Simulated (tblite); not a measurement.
A tight-binding relaxation on `F[C@@H]1C[CH2][GeH2][C@]1(Cl)CCl`.

Computed with GFN2-xTB geometry optimisation, gas phase (tblite 0.8.0). Start geometry: from a force field or distance geometry. The input is one job of a driver script: a line of settings, then coordinates in Å.

Command:
```bash
OMP_NUM_THREADS=1 python probes_run.py task.json out
```

Input:
```
{"job": {"kind": "relax", "xc": "GFN2-xTB", "basis": "xTB"}, "charge": 0, "multiplicity": 1}
F     -0.639900    -1.692500    -0.678400
C     -0.309300    -1.036000     0.491100
C     -1.456700    -0.168300     0.874700
C     -1.769800     0.684200    -0.387300
Ge     0.045300     1.411700    -0.498100
C      0.907300    -0.153600     0.312700
Cl     1.666000     0.220700     1.853600
C      1.942600    -0.748600    -0.618400
Cl     3.283100     0.390300    -0.728400
H     -0.140800    -1.822200     1.289200
H     -1.077800     0.584900     1.609900
H     -2.353300    -0.692100     1.256300
H     -2.537300     1.432400    -0.194000
H     -1.959400     0.011000    -1.248700
H      0.120100     2.639200     0.412300
H      0.486100     1.635800    -1.939300
H      1.500800    -0.974200    -1.623000
H      2.284300    -1.716200    -0.195800
```

Output:
```
step      E/eV     max force
  0    -844.60050    2.260
  1    -844.79380    1.034
  2    -844.87038    0.576
  3    -844.91974    0.501
  4    -844.95493    0.469
  5    -844.98138    0.331
  6    -845.00145    0.311
  7    -845.01995    0.297
  8    -845.03712    0.281
  9    -845.05255    0.268
... (72 lines left out)
 82    -845.26107    0.017
 83    -845.26114    0.019
 84    -845.26120    0.015
 85    -845.26125    0.016
 86    -845.26128    0.016
 87    -845.26133    0.018
 88    -845.26137    0.016
 89    -845.26140    0.011
 90    -845.26142    0.011
 91    -845.26143    0.008
```

«max force» is the largest atomic force in eV/Å.

Q: From which step on does the largest force stay under 0.1 eV/Å, and how much energy is left to gain from there?

A: From step 54 (0.092 eV/Å), 11.0 meV above the end.

Summary of the converged run: energy lowered by 15.2 kcal/mol over 91 steps; largest atomic force 0.008 eV/Å at the end.

Q: Where do the atoms end?

A: 0.478 Å rms from the input after alignment:
```
atom  x, y, z in Å
F1    -0.5775   -1.5459   -0.9129
C2    -0.3263   -1.0891    0.3762
C3    -1.5453   -0.2977    0.8345
C4    -1.7511    0.8963   -0.1044
Ge5    0.0754    1.4060   -0.7108
C6     0.8661   -0.1538    0.2556
Cl7    1.3067    0.3911    1.8936
C8     2.0672   -0.7780   -0.4029
Cl9    3.1040    0.5353   -0.9862
H10   -0.1329   -1.9735    0.9939
H11   -1.3621    0.0384    1.8546
H12   -2.4204   -0.9492    0.8381
H13   -2.2908    1.6935    0.4011
H14   -2.3465    0.5914   -0.9642
H15    0.6327    2.6916   -0.1827
H16    0.2787    1.3054   -2.1946
H17    1.7581   -1.3561   -1.2740
H18    2.6554   -1.3996    0.2734
```

Q: Estimate the wall time. Hardware: an Intel Xeon at 2.50 GHz with one thread, no GPU (shared host).

A: About 3.4 s.
Labels such as C1 count atoms from 1, the log's own numbers from 0.
